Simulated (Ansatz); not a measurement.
Start from `ClC1C=C1` and change one atom or group to get `NBC1C=C1`.

Ansatz, PBE0-D4/def2-TZVP geometries, multiplicity 1. Each molecule was computed in one conformer, which needn't be the lowest.

| property | `ClC1C=C1` |
| --- | --- |
| size of the dipole moment (ωB97M-V/def2-TZVPP) / D | 2.65 |
| HOMO–LUMO gap (PBE0/def2-TZVPP) / eV | 7.30 |
| size of the dipole moment (PBE/def2-TZVPP) / D | 2.55 |
| HOMO energy (PBE0/def2-TZVPP) / eV | -7.83 |
| HOMO energy (B3LYP/def2-TZVPP) / eV | -7.58 |
| LUMO energy (PBE0/def2-TZVPP) / eV | -0.53 |

(1) Give the same properties after the change, and the shifts. (Best estimate.)

Results:

(1) Ansatz gave: 
| property | `NBC1C=C1` | shift |
| --- | --- | --- |
| size of the dipole moment (ωB97M-V/def2-TZVPP) / D | 1.03 | -1.62 |
| HOMO–LUMO gap (PBE0/def2-TZVPP) / eV | 6.72 | -0.58 |
| size of the dipole moment (PBE/def2-TZVPP) / D | 1.12 | -1.43 |
| HOMO energy (PBE0/def2-TZVPP) / eV | -6.81 | 1.02 |
| HOMO energy (B3LYP/def2-TZVPP) / eV | -6.61 | 0.97 |
| LUMO energy (PBE0/def2-TZVPP) / eV | -0.09 | 0.44 |

With PBE0 the HOMO rises by 1.02 eV and the LUMO rises by 0.44 eV, so the gap narrows by about 0.58 eV. PBE moves the HOMO by 0.85 eV and ωB97M-V by 1.00 eV. The zero-point energy changes by 103.5 kJ/mol with +12 modes. Dipoles are sizes alone; their direction can turn.

B3LYP here is the variant with VWN-RPA as its local correlation; programs differ in this.
